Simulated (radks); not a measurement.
Task: All-electron calculation, scalar-relativistic Kohn-Sham, LDA (Slater exchange, Perdew-Wang correlation), spin-polarised, spherical densities, finite nucleus; open shells are filled with parallel spins first; Fermi nuclear charge, rms radius of each element as measured or else 0.836 A^(1/3) + 0.57 fm. Program: a radial shooting solver on a logarithmic mesh with Libxc functionals. Each species is in its NIST ground configuration. Rank Ni, Mn, Cr, Ti, Co, Fe, Cu, Zn, V, Sc by mean radius of the outermost orbital (bohr), largest first.

Result: Sc 3.74, Ti 3.58, V 3.45, Cr 3.30, Mn 3.25, Fe 3.07, Co 2.94, Cu 2.87, Ni 2.82, Zn 2.63.
